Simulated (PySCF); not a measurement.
Work out the structure from these simulated measurements.

Formula: C3HCl2FO.

* UV, strongest line: among the 8 lowest singlet transitions: S2 at 5.59 eV (222 nm, f = 0.405) [TDDFT CAM-B3LYP/def2-SVPD]
* UV, first state: lowest singlet excitation: 4.47 eV (277 nm, f = 0.000) [TDDFT CAM-B3LYP/def2-SVPD]
* Triplet: lowest triplet excitation (Tamm–Dancoff): 3.48 eV [TDA CAM-B3LYP/def2-SVPD]
* Dipole: 2.04 D [CAM-B3LYP/def2-SVPD]
* Rotational structure: rotational constants A, B, C: 3.805, 0.963, 0.768 GHz [GFN2-xTB]
* 13C NMR: chemical shifts (computed TMS as zero) by class: 176.3 (1 C), 171.3 (1 C), 111.6 (1 C) ppm [GIAO PBE0/pcSseg-1]

The electronic properties come from PySCF, for the isolated species, density fitting. Levels stand in brackets. Isolated species at its GFN2-xTB geometry (one conformer only). NMR classes are plain means over equivalent atoms (diastereotopic ones count apart unless rotation or inversion swaps them), as if these changed places fast.

Task: Give a SMILES that accounts for the data.

Result: Numbering: `[O:1]=[C:2]([Cl:3])/[CH:4]=[C:5](/[F:6])[Cl:7]`. Its formula, C3HCl2FO, gives 2 degrees of unsaturation: 0 rings and 2 π bonds in the structure found. 3 carbons fall into 3 classes; from least to most shielded: vinylic C–F carbon [C5] (176.3 ppm), acyl halide carbon [C2] (171.3 ppm), alkene CH carbon [C4] (111.6 ppm). S1 is mainly HOMO−1→LUMO (weight 0.92); the largest Löwdin shares of the orbital it empties are 0.54 on the carbonyl oxygen, 0.26 on the chlorine bonded to C, 0.07 on the vinyl chlorine and 0.06 on the acyl halide carbon, of the orbital it fills 0.25 on the vinylic C–F carbon, 0.21 on the acyl halide carbon, 0.17 on the carbonyl oxygen and 0.13 on the alkene CH carbon. The optimised geometry has point group Cs and is an asymmetric top. Structure: `O=C(Cl)/C=C(/F)Cl`. Computed isomers that give other values at the same levels: `O=C(Cl)/C(Cl)=C/F` (13C chemical shifts (computed TMS as zero) by class: 176.2 (1 C), 171.1 (1 C), 125.8 (1 C) ppm); `O=C=C(F)C(Cl)Cl` (rotational constant A: 1.935 GHz; this holds for the one conformer computed). The assignments are read from this structure; whether some other isomer fits the data as well wasn't checked.

Conformer computed: `[O:1]=[C:2]([Cl:3])/[CH:4]=[C:5](/[F:6])[Cl:7]`: O1–C2–C4–C5 0°.
